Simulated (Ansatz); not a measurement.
The inner images of a band of CH₅F₂NOSi (11 atoms, charge 0, multiplicity 1) are given out of order.

Level of theory: Ansatz, RKS r2SCAN-D4/def2-SVP.

Initial state:

```xyz
11
Properties=species:S:1:pos:R:3
N 0.063 -1.921 0.720
C -0.333 -0.587 0.596
F 0.442 0.299 1.397
O -0.173 -0.174 -0.710
Si 0.107 1.408 -1.160
F -1.048 2.347 -0.518
H 1.023 -2.050 0.402
H -0.035 -2.254 1.676
H -1.369 -0.445 0.952
H 1.420 1.918 -0.703
H -0.032 1.402 -2.633
```

Final state:

```xyz
11
Properties=species:S:1:pos:R:3
N 0.192 -1.818 1.075
C -0.198 -0.501 0.780
F 0.612 0.378 1.475
O -0.065 -0.179 -0.582
Si 0.075 1.370 -1.178
F -1.143 2.265 -0.587
H 1.077 -2.031 0.614
H -0.508 -2.483 0.752
H -1.239 -0.324 1.105
H 1.345 2.028 -0.790
H -0.082 1.238 -2.644
```

Put them in order from the first end to the last, with their energies above the first end.
A.
```xyz
11
Properties=species:S:1:pos:R:3
N 0.282 -1.782 1.030
C -0.233 -0.513 0.746
F 0.499 0.466 1.422
O -0.152 -0.182 -0.611
Si 0.092 1.375 -1.163
F -1.062 2.337 -0.554
H 1.024 -2.047 0.385
H -0.431 -2.503 1.067
H -1.275 -0.426 1.105
H 1.407 1.935 -0.777
H -0.085 1.282 -2.630
```
B.
```xyz
11
Properties=species:S:1:pos:R:3
N 0.171 -1.838 0.815
C -0.280 -0.549 0.657
F 0.459 0.425 1.398
O -0.161 -0.161 -0.670
Si 0.100 1.409 -1.160
F -1.057 2.358 -0.536
H 1.020 -2.122 0.346
H -0.228 -2.442 1.516
H -1.314 -0.444 1.034
H 1.416 1.949 -0.750
H -0.061 1.358 -2.631
```
C.
```xyz
11
Properties=species:S:1:pos:R:3
N 0.116 -1.877 0.754
C -0.295 -0.562 0.637
F 0.460 0.372 1.408
O -0.159 -0.155 -0.678
Si 0.102 1.415 -1.164
F -1.062 2.359 -0.545
H 1.039 -2.095 0.395
H -0.175 -2.394 1.573
H -1.328 -0.443 1.010
H 1.412 1.957 -0.735
H -0.045 1.366 -2.636
```
D.
```xyz
11
Properties=species:S:1:pos:R:3
N 0.075 -1.914 0.717
C -0.310 -0.578 0.616
F 0.469 0.306 1.415
O -0.160 -0.153 -0.688
Si 0.102 1.419 -1.166
F -1.064 2.361 -0.547
H 1.038 -2.068 0.427
H -0.114 -2.324 1.626
H -1.343 -0.441 0.984
H 1.409 1.957 -0.724
H -0.038 1.378 -2.639
```
E.
```xyz
11
Properties=species:S:1:pos:R:3
N 0.298 -1.775 0.990
C -0.243 -0.521 0.716
F 0.459 0.488 1.402
O -0.151 -0.185 -0.635
Si 0.101 1.383 -1.158
F -1.054 2.338 -0.539
H 0.965 -2.098 0.297
H -0.366 -2.487 1.265
H -1.286 -0.447 1.073
H 1.417 1.932 -0.764
H -0.074 1.314 -2.627
```
F.
```xyz
11
Properties=species:S:1:pos:R:3
N 0.244 -1.797 1.057
C -0.226 -0.508 0.769
F 0.543 0.428 1.447
O -0.137 -0.178 -0.592
Si 0.083 1.370 -1.170
F -1.083 2.326 -0.572
H 1.076 -2.012 0.509
H -0.465 -2.503 0.877
H -1.267 -0.392 1.119
H 1.389 1.954 -0.787
H -0.092 1.255 -2.636
```
G.
```xyz
11
Properties=species:S:1:pos:R:3
N 0.229 -1.808 0.883
C -0.262 -0.537 0.678
F 0.475 0.455 1.386
O -0.172 -0.169 -0.660
Si 0.097 1.402 -1.153
F -1.039 2.365 -0.511
H 0.971 -2.146 0.286
H -0.280 -2.470 1.446
H -1.293 -0.438 1.063
H 1.427 1.930 -0.775
H -0.088 1.358 -2.622
```

D (+0.008 eV), C (+0.050 eV), B (+0.105 eV), G (+0.129 eV), E (+0.103 eV), A (+0.084 eV), F (+0.071 eV).

Run time: 3.9 min on 2 threads of Intel(R) Xeon(R) Platinum 8488C (Sapphire Rapids), on a shared host, peak memory 0.2 GiB.
